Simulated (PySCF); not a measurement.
CAM-B3LYP on Cd (cadmium, neutral), [Kr] 4d10 5s1 5d1, high-spin 3D determinant (an excited configuration). Computed with PySCF 2.14 in aug-cc-pwCVTZ-PP with ECP28MDF, with scalar relativity through the core potential.

```
cycle= 1 E= -167.395308473725  delta_E= -0.00902  |g|= 0.0593  |ddm|= 0.233
cycle= 2 E= -167.395546835668  delta_E= -0.000238  |g|= 0.0579  |ddm|= 0.0571
cycle= 3 E= -167.396188071626  delta_E= -0.000641  |g|= 0.0021  |ddm|= 0.0231
cycle= 4 E= -167.396193224464  delta_E= -5.15e-06  |g|= 0.000571  |ddm|= 0.00861
cycle= 5 E= -167.396193417603  delta_E= -1.93e-07  |g|= 5.85e-05  |ddm|= 0.00226
cycle= 6 E= -167.396193423635  delta_E= -6.03e-09  |g|= 9.58e-06  |ddm|= 0.000556
cycle= 7 E= -167.396193423802  delta_E= -1.66e-10  |g|= 2.5e-06  |ddm|= 6.1e-05
converged SCF energy = -167.396193423802  <S^2> = 2.000214  2S+1 = 3.0001427
```

Highest occupied orbital energy: 0.061 eV; ⟨L²⟩ = 6.00; populations by l: s 3.00, p 6.00, d 11.00, f 0.00.

Problem. Can this result be used?

Solution. Not for this state. The calculation finished and met its thresholds. Energies and moments cover only the electrons outside the core potential. The outer electron is Rydberg-like, and this basis confines it to a smaller radius and binds it less than a complete one would. At CAM-B3LYP the highest occupied level has a positive energy, so only the finite basis holds that electron; for this excited configuration the basis is too tight for the outer shell.
